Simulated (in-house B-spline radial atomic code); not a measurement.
**RPBE excitations of P⁵⁺**

Method: RPBE. Computed with an all-electron radial atomic-structure program (B-spline basis): linear response of the closed shell [He] 2s2 2p6 with the functional's adiabatic kernel; non-relativistic, point nucleus, no spin-orbit coupling, no double excitations, S, P, D and F terms only. Only terms of natural parity with L up to 3 were computed.

Command:
```bash
python run_td.py task.json out
```
Settings (radii: box in bohr, nucleus in fm):
```
Z                        15
electrons                10
configuration            [He] 2s2 2p6
hamiltonian              nr
method                   rpbe,pbe
box_radius               16.35
intervals                50
```

Time taken, with all properties: 0.2 s on 1 thread of Intel(R) Xeon(R) Platinum 8488C (Sapphire Rapids) (shared host).

The lowest states, in the order of their Tamm-Dancoff energies; the method's threshold (minus the highest occupied level) is 199.77 eV. Labels give the largest channel, * marks a mixed state, and oscillator strengths are full-response dipole values. Semilocal kernels can invert the small singlet-triplet splittings of Rydberg terms. Energies in eV:

| state | full response | Tamm-Dancoff | oscillator strength |
| --- | --- | --- | --- |
| 2p → 3s 3P | 127.89 | 127.90 | - |
| 2p → 3s 1P | 129.03 | 129.06 | 0.195 |
| 2p → 3p 3S | 138.20 | 138.24 | - |
| 2p → 3p 3D | 139.08 | 139.10 | - |
| 2p → 3p 1D | ? | ? | - |
| 2p → 3p 1S | ? | ? | - |
| 2p → 3d 3P | 154.04 | 154.05 | - |
| 2p → 3d 3F | 154.21 | 154.22 | - |
| 2p → 3d 1F | 154.74 | 154.74 | - |
| 2p → 3d 1P | 156.78 | 156.88 | 1.11 |

Problem. Where does 2p → 3p 1S lie?

Solution. At 145.62 eV in full response, 146.11 eV in Tamm-Dancoff.

Problem. Where does 2p → 3p 1D lie?

Solution. At 139.96 eV in full response, 139.97 eV in Tamm-Dancoff.

Problem. How large is the singlet-triplet splitting of 2p → 3s (P terms) in Tamm-Dancoff?

Solution. 1.16 eV, from the unrounded values.

Problem. What polarisabilities and dispersion coefficient does the method give?

Solution. Dipole 0.1107 bohr³, quadrupole 0.05814 bohr⁵, C6 0.06768 hartree·bohr⁶ for two such species.
